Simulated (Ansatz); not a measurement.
Gas-phase electronic energies from Ansatz, PBE0-D4/def2-TZVP geometries. CBS: MP2 limit from def2 TZ/QZ plus the TZ coupled-cluster correction, frozen cores. This one scheme is used for every species. DFT in def2-TZVPP. B3LYP here is the variant with VWN-RPA as its local correlation; programs differ in this. For Ge outer-core shells are correlated without core-valence functions, which leaves a few kJ/mol of doubt a bond. Scalar relativity is left out up to krypton. Each species was taken in one conformer, which may not be the lowest.

`O=C=N[Si](F)(Cl)Cl` + `[OH][GeH3]` → `F[Si](Cl)(Cl)[O][GeH3]` + `N=C=O`  (ligand exchange at the Si–N bond)

`O=C=N[Si](F)(Cl)Cl`:

```xyz
7

O    -1.686   -2.481    0.101
C    -0.981   -1.588   -0.109
N    -0.237   -0.685   -0.374
Si    0.539    0.769   -0.059
F     1.466    1.089   -1.289
Cl   -0.794    2.268    0.141
Cl    1.692    0.627    1.588
```

`[OH][GeH3]`:

Z-matrix (Å, degrees):
```
Ge
O 1 1.783
H 1 1.531 2 104.3
H 1 1.541 2 109.9 3 119.6
H 1 1.541 2 109.9 3 -119.6
H 2 0.959 1 112.7 3 180.0
```

`F[Si](Cl)(Cl)[O][GeH3]`:

```xyz
9

F     0.011    1.915    2.114
Si    0.006    0.495    1.432
Cl   -1.669   -0.478    2.038
Cl    1.631   -0.519    2.099
O     0.037    0.681   -0.148
Ge    0.002   -0.346   -1.616
H     1.191   -1.309   -1.525
H    -1.341   -1.084   -1.619
H     0.133    0.645   -2.774
```

`N=C=O`:

Cartesian coordinates in Å:
```
N -0.569 -0.217 -0.464
C 0.244 -0.080 0.419
O 0.964 -0.059 1.329
H -0.639 0.356 -1.285
```

```csv
level,ΔE (kJ/mol)
PBE-D4,-36.1
PBE0-D4,-36.9
B3LYP-D4,-41.0
BHLYP-D4,-44.0
CAM-B3LYP,-39.8
CCSD/def2-SVP,-37.1
CCSD(T)/def2-SVP,-37.5
HF/def2-TZVPP,-41.1
```

What does CCSD(T)/CBS give? (Estimate.)

The calculation gave: -41.6 kJ/mol. The listed levels differ from it by 5.5, 4.7, 0.6, -2.4, 1.8, 4.5, 4.1, 0.5 kJ/mol.

What do rigid-rotor, harmonic-oscillator terms from PBE0-D4/def2-TZVP frequencies (298.15 K, 1 bar) make of the CCSD(T)/CBS value? (An estimate is asked.)

Computed: ΔZPE = -2.5 kJ/mol, ΔH = -43.3 kJ/mol, ΔS = 1 J/(mol·K), ΔG = -43.5 kJ/mol. Modes under 50 cm⁻¹ make the entropy rough.

Largest T1 diagnostic among the species: 0.018.

The D4 term adds −3.7 kJ/mol with B3LYP and −2.1 kJ/mol with PBE0; it sums over pairs of atoms, weighted by their polarisabilities, and B3LYP, whose exchange is more repulsive, gets the larger term. Leaving LDA and LC-ωPBE aside and taking each functional with its dispersion term where it has one, the values, not all of them listed here, spread over 10.0 kJ/mol, from BHLYP-D4 to revPBE-D4. LDA lies −3.5 kJ/mol from PBE without D4.
